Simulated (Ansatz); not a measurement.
Reaction (isomerisation): `CC[N]([AlH2])[SiH3]` → `C[SiH](N)[CH2][AlH2]`

Isolated molecules relaxed with PBE0-D4/def2-TZVP in Ansatz; ΔE leaves out vibrations. CBS: MP2 limit from def2 TZ/QZ plus the TZ coupled-cluster correction, frozen cores. Functionals use def2-TZVPP. HSE06 is defined as in plane-wave codes. Each species was taken in one conformer, which may not be the lowest.

```
             level  ΔE (kJ/mol)  difference from CCSD(T)/CBS
         revPBE-D4        -31.2                          0.7
         r2SCAN-D4        -38.4                         -6.5
            B97M-V        -36.7                         -4.8
          BHLYP-D4        -26.1                          5.8
           ωB97X-V        -28.8                          3.1
           ωB97M-V        -36.7                         -4.8
            B2PLYP        -27.0                          4.9
               PBE        -36.4                         -4.5
            r2SCAN        -38.6                         -6.7
             HSE06        -38.2                         -6.3
             BHLYP        -26.4                          5.5
     CCSD/def2-SVP         10.4                         42.3
SCS-MP2/def2-TZVPP        -20.7                         11.2
CCSD(T)/def2-TZVPP        -25.5                          6.4
      HF/CBS(def2)        -18.6                         13.3
    CCSD/CBS(def2)        -32.1                         -0.2
       CCSD(T)/CBS        -31.9                            0
```

Largest T1 diagnostic among the species: 0.012.

At CCSD(T), def2-SVP lies +44.6 kJ/mol from the extrapolated value and def2-TZVPP +6.4 kJ/mol. In def2-TZVPP, CCSD(T) changes the Hartree–Fock value by −6.2 kJ/mol (the triples alone add +0.2 kJ/mol) and MP2 by −10.2 kJ/mol.

CCSD(T)/CBS has its own doubt, a few kJ/mol and more with outer-core shells, so smaller differences from it don't rank the levels.
